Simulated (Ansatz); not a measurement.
Frontier orbitals of `F[SiH2][AlH][Cl]`.

```
atom   x (Å)   y (Å)   z (Å)
  F1   1.227   1.615  -0.779
 Si2  -0.149   1.067  -0.153
 Al3  -0.014  -1.354   0.271
 Cl4   1.775  -2.340  -0.207
  H5  -0.411   1.834   1.097
  H6  -1.242   1.401  -1.110
  H7  -1.185  -2.224   0.881
```

Total charge 0; spin multiplicity 1. All single points use the PBE0-D4/def2-TZVP geometry. It is one conformer, not always the lowest. Basis def2-TZVPP, Ansatz 0.2.0.

| functional | HOMO (eV) | LUMO (eV) | gap (eV) |
| --- | --- | --- | --- |
| PBE | -6.68 | -2.87 | 3.81 |
| B97M-V | -7.02 | -2.83 | 4.19 |
| PBE0 | -7.85 | -2.14 | 5.71 |
| r2SCANh | -7.38 | -2.39 | 4.99 |
| r2SCAN0 | -8.02 | -2.01 | 6.01 |
| BHLYP | -8.93 | -1.34 | 7.59 |
| ωB97M-V | -9.85 | -0.45 | 9.40 |

A quarter of exact exchange (PBE0) shifts PBE's HOMO by −1.17 eV and its LUMO by +0.73 eV; full exchange at long range (ωB97M-V) shifts them by −3.17 and +2.42 eV. The gap opens from 3.81 to 9.40 eV, since occupied levels lose self-interaction and empty ones feel all the electrons.
